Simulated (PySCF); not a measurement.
PySCF input (CCSD(T)/cc-pVDZ):

```python
from pyscf import gto, scf, mp, cc as ccmod

mol = gto.M(
    atom='''
    P    -0.00000000   -0.00000000   -1.01169731
    P     0.00000000    0.00000000    0.86001478
    H     0.00000000    0.00000000    2.27523807
    ''',
    basis='cc-pvdz',
    charge=1,
    spin=0,
    verbose=4,
)

mf = scf.RHF(mol)
mf.conv_tol = 1e-10
mf.max_cycle = 100
mf.kernel()
mp2 = mp.MP2(mf, frozen=10).run()
cc = ccmod.CCSD(mf, frozen=10)
cc.max_cycle = 100
cc.kernel()
et = cc.ccsd_t()
print(f'E(CCSD(T)) = {cc.e_tot + et:.9f}')
```

Output:

```
PySCF version 2.14.0

[INPUT] verbose = 4
[INPUT] num. atoms = 3
[INPUT] num. electrons = 30
[INPUT] charge = 1
[INPUT] spin (= nelec alpha-beta = 2S) = 0
[INPUT] symmetry False subgroup None
[INPUT] Mole.unit = angstrom
[INPUT] Symbol           X                Y                Z      unit          X                Y                Z       unit  Magmom
[INPUT]  1 P      0.000000000000   0.000000000000  -1.011697310000 AA    0.000000000000   0.000000000000  -1.911830836859 Bohr   0.0
[INPUT]  2 P      0.000000000000   0.000000000000   0.860014780000 AA    0.000000000000   0.000000000000   1.625192397278 Bohr   0.0
[INPUT]  3 H      0.000000000000   0.000000000000   2.275238070000 AA    0.000000000000   0.000000000000   4.299576820484 Bohr   0.0

nuclear repulsion = 71.6364925592197
number of shells = 13
number of NR pGTOs = 89
number of NR cGTOs = 41
basis = cc-pvdz
ecp = {}

******** <class 'pyscf.scf.hf.RHF'> ********
method = RHF
initial guess = minao
damping factor = 0
level_shift factor = 0
DIIS = <class 'pyscf.scf.diis.CDIIS'>
diis_start_cycle = 1
diis_space = 8
diis_damp = 0
SCF conv_tol = 1e-10
SCF conv_tol_grad = None
SCF max_cycles = 100
direct_scf = True
direct_scf_tol = 1e-13
Set gradient conv threshold to 1e-05
Initial guess from minao.
init E= -682.126271949969
  HOMO = -0.31604250889658  LUMO = -0.0607090984522805  gap/eV = 6.94798
cycle= 1 E= -681.655916279433  delta_E= 0.47  |g|= 0.295  |ddm|= 1.59
  HOMO = -0.671966594949016  LUMO = -0.255133117971667  gap/eV = 11.34262
cycle= 2 E= -681.691076296792  delta_E= -0.0352  |g|= 0.128  |ddm|= 0.475
  HOMO = -0.631963018252242  LUMO = -0.224281088842416  gap/eV = 11.09359
cycle= 3 E= -681.696160244287  delta_E= -0.00508  |g|= 0.0595  |ddm|= 0.177
  HOMO = -0.626387896039595  LUMO = -0.215299159193122  gap/eV = 11.18629
cycle= 4 E= -681.69759098997  delta_E= -0.00143  |g|= 0.0131  |ddm|= 0.0667
  HOMO = -0.629044650055352  LUMO = -0.216122538317124  gap/eV = 11.23618
cycle= 5 E= -681.697689549322  delta_E= -9.86e-05  |g|= 0.00252  |ddm|= 0.0216
  HOMO = -0.628840026077659  LUMO = -0.215913557093143  gap/eV = 11.23630
cycle= 6 E= -681.697695397063  delta_E= -5.85e-06  |g|= 0.000764  |ddm|= 0.00665
  HOMO = -0.628912086286867  LUMO = -0.215939512298849  gap/eV = 11.23756
cycle= 7 E= -681.697695936219  delta_E= -5.39e-07  |g|= 0.000286  |ddm|= 0.00243
  HOMO = -0.628902716390397  LUMO = -0.215928699424074  gap/eV = 11.23760
cycle= 8 E= -681.697696026735  delta_E= -9.05e-08  |g|= 3.44e-05  |ddm|= 0.00111
  HOMO = -0.628900549011085  LUMO = -0.215929843327962  gap/eV = 11.23751
cycle= 9 E= -681.69769602786  delta_E= -1.12e-09  |g|= 4.52e-06  |ddm|= 9.94e-05
  HOMO = -0.628900109614233  LUMO = -0.215930018758852  gap/eV = 11.23749
cycle= 10 E= -681.697696027878  delta_E= -1.8e-11  |g|= 7.05e-07  |ddm|= 1.1e-05
  HOMO = -0.628900028502787  LUMO = -0.215929940138074  gap/eV = 11.23749
Extra cycle  E= -681.69769602788  delta_E= -1.82e-12  |g|= 2.98e-07  |ddm|= 1.13e-06
converged SCF energy = -681.69769602788

******** <class 'pyscf.mp.mp2.RMP2'> ********
nocc = 5, nmo = 31
frozen orbitals 10
E(RMP2) = -681.929009613692  E_corr = -0.231313585812523
E(SCS-RMP2) = -681.927337577009  E_corr = -0.229641549129321
E_corr(same-spin) = -0.0553093313604316
E_corr(oppo-spin) = -0.176004254452092

******** <class 'pyscf.cc.ccsd.CCSD'> ********
CC2 = 0
CCSD nocc = 5, nmo = 31
frozen orbitals 10
max_cycle = 100
direct = 0
conv_tol = 1e-07
conv_tol_normt = 1e-05
diis_space = 6
diis_start_cycle = 0
diis_start_energy_diff = 1e+09
Init t2, MP2 energy = -681.929009614733  E_corr(MP2) -0.231313586853454
Init E_corr(CCSD) = -0.231313586853503
cycle = 1  E_corr(CCSD) = -0.238754326717351  dE = -0.00744073986  norm(t1,t2) = 0.0648242
cycle = 2  E_corr(CCSD) = -0.249815949816759  dE = -0.0110616231  norm(t1,t2) = 0.0289633
cycle = 3  E_corr(CCSD) = -0.251521434001427  dE = -0.00170548418  norm(t1,t2) = 0.0126955
cycle = 4  E_corr(CCSD) = -0.253672599205794  dE = -0.0021511652  norm(t1,t2) = 0.00666522
cycle = 5  E_corr(CCSD) = -0.253658617984927  dE = 1.39812209e-05  norm(t1,t2) = 0.00187624
cycle = 6  E_corr(CCSD) = -0.253566204079537  dE = 9.24139054e-05  norm(t1,t2) = 0.000426225
cycle = 7  E_corr(CCSD) = -0.253592946614843  dE = -2.67425353e-05  norm(t1,t2) = 0.000162234
cycle = 8  E_corr(CCSD) = -0.253593848806531  dE = -9.02191688e-07  norm(t1,t2) = 3.7347e-05
cycle = 9  E_corr(CCSD) = -0.253591966827325  dE = 1.88197921e-06  norm(t1,t2) = 1.47385e-05
cycle = 10  E_corr(CCSD) = -0.253592046740626  dE = -7.99133019e-08  norm(t1,t2) = 7.55913e-06
CCSD converged
E(CCSD) = -681.9512880746203  E_corr = -0.2535920467406265
CCSD(T) correction = -0.0151408038457262
E(CCSD(T)) = -681.966428878
```

It need not be the lowest isomer of its formula.
